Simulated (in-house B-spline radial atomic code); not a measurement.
**Ionising the rubidium ion Rb⁸⁺ with different functionals**

Computed with a radial B-spline atomic code at the basis-set limit: non-relativistic Hamiltonian, point nucleus, spin-polarised at highest spin, spherical fractional occupations for the functionals, and exact exchange of hybrids averaged over the configuration. The ionisation energy is the difference of two self-consistent energies, [Ar] 3d10 4s1 → [Ar] 3d10, without Breit or QED terms; ε is the level of the shell that loses the electron (its least bound occupied spin orbital). There is no spin-orbit coupling in this Hamiltonian.

| method | rung | ΔSCF (eV) | -ε(4s) (eV) |
| --- | --- | --- | --- |
| PBE0 | global hybrid | ? | ? |
| B3LYP | global hybrid | 149.95 | 143.30 |
| TPSSh | global hybrid | 148.95 | 141.98 |
| M06-2X | global hybrid | 148.68 | 144.07 |
| BHandHLYP | global hybrid | ? | ? |
| r2SCAN0 | global hybrid | 148.62 | 143.46 |
| B97-1 | global hybrid | 148.77 | 142.43 |
| HSE06 | range-separated hybrid | 149.37 | 142.98 |
| wB97X | range-separated hybrid | 147.66 | 145.65 |
| CAM-B3LYP | range-separated hybrid | 149.96 | 145.23 |
| LC-wPBE | range-separated hybrid | 149.66 | 146.72 |

Problem. What does PBE0 give?

Solution. ΔSCF 149.27 eV, and -ε(4s) = 143.19 eV.

Problem. What does BHandHLYP give?

Solution. ΔSCF 149.30 eV, and -ε(4s) = 145.02 eV.

Problem. Among the functionals, which spreads more, the ΔSCF values or the orbital energies?

Solution. The orbital energies: ΔSCF values span about 2.30 eV and the orbital energies 4.74 eV.

Problem. How do they compare with the NIST value?

Solution. NIST lists 150.63 eV ± 0.025 (measured, ground level to ground level). Errors run from -2.97 to -0.67 eV; CAM-B3LYP is closest (-0.67 eV), though others lie within the uncertainty of it, and part of that can be cancellation, since the calculations leave out relativity, Breit-QED terms.
